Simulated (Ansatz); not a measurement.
Reaction (SMILES): [GeH3] (GeH3) → Ge atom + 3 H atom
B3LYP-D3(BJ)/def2-TZVP geometries, fixed; electronic energies without zero-point terms.
Largest species:
```
Ge
H 1 1.5431
H 1 1.5431 2 110.72
H 1 1.5431 2 110.72 3 -123.21
```
Charge 0, spin multiplicity 2.

Energies in hartree at CCSD(T) with Ansatz (a first-principles code); the atomisation energy is their sum with the coefficients shown, times 627.509 kcal/mol a hartree. All functions are spherical. Cores are frozen (with 3d on Ga to Br). Open shells are unrestricted. No added dispersion term, no relativity.

| species | coefficient | part | cc-pVDZ | cc-pVTZ | cc-pVQZ |
|---|---|---|---|---|---|
| [GeH3] (GeH3) | -1 | Hartree-Fock | -2077.03436 | -2077.10825 | -2077.11207 |
| [GeH3] (GeH3) | -1 | correlation | -0.11849 | -0.14041 | -0.14664 |
| Ge atom | +1 | Hartree-Fock | -2075.29166 | -2075.36107 | -2075.36359 |
| Ge atom | +1 | correlation | -0.05700 | -0.06686 | -0.06925 |
| H atom | +3 | Hartree-Fock | -0.49928 | -0.49981 | -0.49995 |

**Question.** Predict the atomisation energy in cc-pV5Z (X = 5): let each Hartree-Fock step shrink by the ratio of the last two, and fit each correlation energy at X = 3 and 4 to E + A/X^3. Compare with the run.

**Answer.** 
- [GeH3] (GeH3): steps -0.07389 and -0.00382, ratio 0.052, so Hartree-Fock -2077.11227 (run: -2077.11252); A = (-0.14041 - (-0.14664))/(1/27 - 1/64) = 0.2910, correlation -0.14664 - A/64 + A/125 = -0.14886 (run: -0.14856).
- Ge atom: steps -0.06941 and -0.00252, ratio 0.036, so Hartree-Fock -2075.36368 (run: -2075.36384); A = (-0.06686 - (-0.06925))/(1/27 - 1/64) = 0.1116, correlation -0.06925 - A/64 + A/125 = -0.07010 (run: -0.07018).
- H atom: steps -0.00053 and -0.00014, ratio 0.264, so Hartree-Fock -0.49999 (run: -0.49999).
Predicted 205.43 kcal/mol; the run in cc-pV5Z gives 205.25, a miss of 0.18. Keeping the value in cc-pVQZ, 204.58, would miss by -0.67. All sums are of the energies as printed.
